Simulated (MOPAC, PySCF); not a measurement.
Molecule: trichloro(fluoro)silane, SiCl$_{3}$F, net charge 0, singlet state. SMILES: F[Si](Cl)(Cl)Cl
Structure (B3LYP-D3(BJ)/def2-TZVP (Ansatz) minimum search):
```
Si
F 1 1.5807
Cl 1 2.0251 2 108.32
Cl 1 2.0251 2 108.32 3 120.00
Cl 1 2.0251 2 108.32 3 -120.00
```

Unscaled harmonic wavenumbers (cm⁻¹) in rising order, each level at the stationary point that it reaches from this structure (no distance between atoms moves by over 0.3 Å); the order of modes can differ between levels, and a negative number is imaginary. B3LYP-D3(BJ)/def2-TZVP (PySCF, at the structure above): 160, 160, 231, 274, 274, 452, 625, 625, 929.

PM3 (MOPAC): 119, 119, 173, 224, 224, 313, 392, 392, 929. Zero-point energy 4.1 against 5.3 kcal/mol; where all levels lie over 400 cm⁻¹, the wavenumbers are on average 1.000 times those of B3LYP-D3(BJ)/def2-TZVP.

PM6 (MOPAC): 133, 133, 199, 260, 260, 442, 619, 619, 747. Zero-point energy 4.9 against 5.3 kcal/mol; where all levels lie over 400 cm⁻¹, the wavenumbers are on average 0.805 times those of B3LYP-D3(BJ)/def2-TZVP.
